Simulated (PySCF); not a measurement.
CH₃OS, SMILES C[S]=O (connectivity only; charge and spin as stated), charge -1, multiplicity 1. Atoms are numbered in the order given.

```xyz
6

C      0.3379     1.4067     0.0000
S     -0.5453    -0.2070     0.0000
O      0.6447    -1.2931     0.0000
H      0.9767     1.5000     0.8959
H     -0.4144     2.2156     0.0000
H      0.9767     1.5000    -0.8959
```
Charge -1, spin multiplicity 1.

Geometry: B3LYP-D3(BJ)/def2-SVPD. The spin state was assumed, not searched. The isomer is the one that the SMILES or the coordinates give; other isomers of the formula were not compared.

Method: B3LYP/def2-TZVPD in PySCF.

Symmetry labels are those of the subgroup Cs that the program uses (full group Cs).

Computed valence orbital energies around the gap with their symmetry:
```json
[
 {"orbital": "HOMO−7", "symmetry": "A'", "energy (eV)": "-10.59"},
 {"orbital": "HOMO−6", "symmetry": "A'", "energy (eV)": "-6.72"},
 {"orbital": "HOMO−5", "symmetry": "A\"", "energy (eV)": "-6.59"},
 {"orbital": "HOMO−4", "symmetry": "A'", "energy (eV)": "-5.03"},
 {"orbital": "HOMO−3", "symmetry": "A'", "energy (eV)": "-3.45"},
 {"orbital": "HOMO−2", "symmetry": "A\"", "energy (eV)": "-2.83"},
 {"orbital": "HOMO−1", "symmetry": "A'", "energy (eV)": "-0.72"},
 {"orbital": "HOMO", "symmetry": "A\"", "energy (eV)": "1.07"},
 {"orbital": "LUMO", "symmetry": "A'", "energy (eV)": "3.83"},
 {"orbital": "LUMO+1", "symmetry": "A'", "energy (eV)": "4.02"},
 {"orbital": "LUMO+2", "symmetry": "A\"", "energy (eV)": "4.40"},
 {"orbital": "LUMO+3", "symmetry": "A'", "energy (eV)": "4.40"}
]
```
